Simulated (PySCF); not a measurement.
Compound: C9H11NS.
SMILES with atom numbers: `[S:1]=[C:2]1[CH2:3][CH2:4][C@@H:5]([n:6]2[cH:7][cH:8][cH:9][cH:10]2)[CH2:11]1` (hydrogens: H12, H13 on C3; H14, H15 on C4; H16 on C5; H17 on C7; H18 on C8; H19 on C9; H20 on C10; H21, H22 on C11)

Theory: PBE0-D3(BJ)/def2-SVP geometry optimisation, gas phase (PySCF 2.14.0).

Problem. List the bond lengths, angles and torsions at this level.

Solution. 
```tsv
bond	length (pm)
S1=C2	162.1
C2–C3	151.0
C3–C4	152.8
C4–C5	153.9
C5–N6	145.2
N6–C7, N6–C10	137.2
C7–C8, C9–C10	137.9
C8–C9	142.0
C5–C11	152.8
C2–C11	151.0
C3–H12	110.4
C3–H13	110.0
C4–H14	109.9
C4–H15	110.2
C5–H16	110.0
C7–H17, C10–H20	108.8
C8–H18, C9–H19	108.8
C11–H21	109.8
C11–H22	110.4
```

Bonds in one row agree within 1 pm and their mean is given. A selection of angles:
```tsv
angle	degrees
S1–C2–C3	126.4
S1–C2–C11	125.7
C3–C2–C11	107.9
C2–C3–C4	105.4
C3–C4–C5	104.1
C4–C5–N6	112.2
C4–C5–C11	102.4
N6–C5–C11	112.2
C5–N6–C7	123.4
C5–N6–C10	127.2
C7–N6–C10	108.9
N6–C7–C8	108.5
C7–C8–C9	107.0
N6–C10–C9	108.3
C2–C11–C5	105.7
```

Torsions: S1–C2–C3–C4 -172° (antiperiplanar); C2–C3–C4–C5 -29° (synperiplanar); C3–C4–C5–N6 -82° (synclinal); C4–C5–N6–C7 -84° (synclinal); C4–C5–C11–C2 -33° (synclinal); S1–C2–C11–C5 -164° (antiperiplanar).

The 3 C–N bonds span 1.370 Å (N6–C7, aromatic) to 1.452 Å (C5–N6, drawn single), a spread of 0.082 Å. The 5-membered ring N6–C7–C8–C9–C10 has internal angles of 107.0° to 108.9°; it is planar, 0.00 Å rms from its mean plane, widest ring torsion 1°. Of the pairs four or more bonds apart, C2···H20 is among the closest relative to their van der Waals radii: 2.64 Å, 91 % of the sum of Bondi's values. The 8 C–C bonds span 1.379 Å (C7–C8, aromatic) to 1.539 Å (C4–C5, drawn single), a spread of 0.160 Å. The 5-membered ring C2–C3–C4–C5–C11 has internal angles of 102.4° to 107.9°; it is puckered, 0.17 Å rms from its mean plane, widest ring torsion 38°. N6 (pyrrole-type nitrogen) is planar (angles 127.2°, 123.4° and 108.9°, sum 359.6°, 0.05 Å off the plane of its three neighbours).

Point group: C1 (no symmetry element, even within 0.4 Å). Not checked by PBE0-D3(BJ)/def2-SVP frequencies. One conformer, not necessarily the lowest.
